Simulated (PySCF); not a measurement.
Isomers of C7H10O2.

All values: PBE0/def2-SVPD (PySCF) at PBE0-D3(BJ)/def2-SVP geometries, gas phase, one conformer each. Core orbitals are frozen in the response; Δα² is half the sum of the squared differences of the principal polarisabilities.

**Question.** Rank by polarisability anisotropy Δα, highest first.
A. `[CH2:1]=[C:2]1[CH2:3][CH2:4][C@@H:5]([O:6][CH:7]=[O:8])[CH2:9]1` with C4–C5–O6–C7 -130°, C5–O6–C7–O8 0°, C1–C2–C3–C4 166°, C2–C3–C4–C5 33°, C3–C4–C5–O6 -160°, C4–C5–C9–C2 31°
B. `[CH2:1]=[CH:2][O:3][C:4](=[O:5])[CH2:6][C:7](=[CH2:8])[CH3:9]` with C1–C2–O3–C4 180°, C2–O3–C4–O5 0°, O3–C4–C6–C7 -174°, C4–C6–C7–C8 114°
C. `[O:1]=[CH:2][C@:3]12[CH2:4][CH2:5][C@H:6]([CH2:7][CH2:8]1)[O:9]2` with O1–C2–C3–C4 100°

**Answer.** B (7.54 Å³), A (5.53 Å³), C (2.70 Å³).

**Question.** Rank by HOMO energy, highest first.
A. `[O:1]=[CH:2][C@:3]12[CH2:4][CH2:5][C@H:6]([CH2:7][CH2:8]1)[O:9]2` with O1–C2–C3–C4 100°
B. `[CH2:1]=[C:2]1[CH2:3][CH2:4][C@@H:5]([O:6][CH:7]=[O:8])[CH2:9]1` with C4–C5–O6–C7 -130°, C5–O6–C7–O8 0°, C1–C2–C3–C4 166°, C2–C3–C4–C5 33°, C3–C4–C5–O6 -160°, C4–C5–C9–C2 31°
C. `[CH3:1][C:2](=[O:3])[O:4][C@@H:5]1[CH2:6][C:7]12[CH2:8][CH2:9]2` with C1–C2–O4–C5 -179°, C2–O4–C5–C6 148°

**Answer.** B (-7.21 eV), A (-7.56 eV), C (-7.85 eV).

All values together:

```csv
SMILES,μ (D),HOMO (eV),LUMO (eV),α (Å³),Δα (Å³)
C=COC(=O)CC(=C)C,1.57,-7.32,-0.59,14.18,7.54
O=C[C@]12CC[C@H](CC1)O2,3.25,-7.56,-0.98,12.17,2.70
CC(=O)O[C@@H]1CC12CC2,1.75,-7.85,0.17,12.70,2.84
C=C1CC[C@@H](OC=O)C1,2.06,-7.21,-0.09,13.20,5.53
```

Conformers: `[CH2:1]=[CH:2][O:3][C:4](=[O:5])[CH2:6][C:7](=[CH2:8])[CH3:9]` with C1–C2–O3–C4 180°, C2–O3–C4–O5 0°, O3–C4–C6–C7 -174°, C4–C6–C7–C8 114°; `[O:1]=[CH:2][C@:3]12[CH2:4][CH2:5][C@H:6]([CH2:7][CH2:8]1)[O:9]2` with O1–C2–C3–C4 100°; `[CH3:1][C:2](=[O:3])[O:4][C@@H:5]1[CH2:6][C:7]12[CH2:8][CH2:9]2` with C1–C2–O4–C5 -179°, C2–O4–C5–C6 148°; `[CH2:1]=[C:2]1[CH2:3][CH2:4][C@@H:5]([O:6][CH:7]=[O:8])[CH2:9]1` with C4–C5–O6–C7 -130°, C5–O6–C7–O8 0°, C1–C2–C3–C4 166°, C2–C3–C4–C5 33°, C3–C4–C5–O6 -160°, C4–C5–C9–C2 31°.
